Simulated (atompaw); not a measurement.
# Reading a pseudo-wave (vanadium)

Columns: radius, all-electron u(r) and pseudo u(r) of the 4s shell (level -27.48 eV) of vanadium in the configuration [Ar] 3d2 4s0 4p0; LDA (PW92), non-relativistic, PAW (atompaw) scheme, atompaw 4.2.0.5.

| r (bohr) | all-electron | pseudo |
| --- | --- | --- |
| 0.098 | -0.0348 | -0.0333 |
| 0.196 | -0.2359 | -0.0668 |
| 0.294 | -0.1545 | -0.1006 |
| 0.392 | 0.0433 | -0.1349 |
| 0.490 | 0.2283 | -0.1698 |
| 0.588 | 0.3466 | -0.2054 |
| 0.687 | 0.3892 | -0.2422 |
| 0.785 | 0.3663 | -0.2794 |
| 0.883 | 0.2962 | -0.3174 |
| 0.981 | 0.1957 | -0.3561 |
| 1.079 | 0.0789 | -0.3953 |
| 1.177 | -0.0434 | -0.4349 |
| 1.275 | -0.1635 | -0.4745 |
| 1.373 | -0.2762 | -0.5137 |
| 1.471 | -0.3780 | -0.5519 |
| 1.569 | -0.4671 | -0.5885 |
| 1.667 | -0.5426 | -0.6229 |
| 1.765 | -0.6045 | -0.6540 |
| 1.863 | -0.6530 | -0.6812 |
| 1.962 | -0.6895 | -0.7037 |
| 2.060 | -0.7141 | -0.7203 |
| 2.158 | -0.7285 | -0.7306 |
| 2.256 | -0.7338 | -0.7343 |
| 2.354 | -0.7313 | -0.7314 |
| 2.452 | -0.7222 | -0.7222 |
| 2.550 | -0.7074 | -0.7074 |

Task: How many radial nodes do the two functions have?

Result: The all-electron 4s function has n − l − 1 = 3 (the table is too coarse to show those close to the nucleus); the pseudo-wave has 0, since the states of the same l below it are removed with the core.

Task: Is the pseudo-wave norm-conserving?

Result: No, it belongs to a PAW set: the norm inside the radius is not constrained, and the difference is carried by the augmentation charge.
